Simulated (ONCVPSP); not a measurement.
**He (Z = 2): one change to an ONCV potential, before and after**

```
Element                 : He
Generator               : ONCVPSP 4.0.1
Type                    : optimised norm-conserving Vanderbilt (ONCV)
Functional              : PBE
Relativity              : scalar-relativistic
Frozen core             : none
Valence charge          : 2
Reference configuration : 1s2
Partial waves           : 1s: rc 0.55 bohr, ncon 3, nbas 6, qcut 9.4 1/bohr, 1 projector; p scattering state at 0.05 Ha: rc 0.50 bohr, ncon 5, nbas 8, qcut 17.7 1/bohr, 2 projectors, debl 1.5 Ha
Local potential         : polynomial inside 0.45 bohr (lpopt 5, dvloc0 0 Ha)
Core correction         : none
```

Change: s: rc 0.72.

Cutoffs: the cutoffs (Ha) at which the residual kinetic energy of the hardest occupied pseudo-wave falls to 1 and 0.1 mHa per electron; they do not see the model core or the augmentation charge, which bear on the density cutoff. Errors are all-electron minus pseudo energies relative to the spin-unpolarised reference configuration.

Task: Predict the effect on cutoff, ghosts and configuration errors.

Result: The potential gets softer (143 Ha and 311 Ha → 45 Ha and 163 Ha); neither file shows a bound ghost. A larger radius leaves more room for a smooth pseudo-wave, so fewer plane waves are needed.

```tsv
quantity	base	changed
cutoff, loose	143 Ha	45 Ha
cutoff, tight	311 Ha	163 Ha
bound ghosts	none	none
GHOST(+) flags under 300 eV	none	none
error for 1s1, meV [ΔE 26.96 eV]	+8.5	+29
error for 1s1.5, meV [ΔE 10.55 eV]	-0.2	+3.5
p: phases at 0.51 bohr within 0.05 rad from the reference energy up to (Ha; the scan ends near 5)	to the end of the scan	to the end of the scan
```
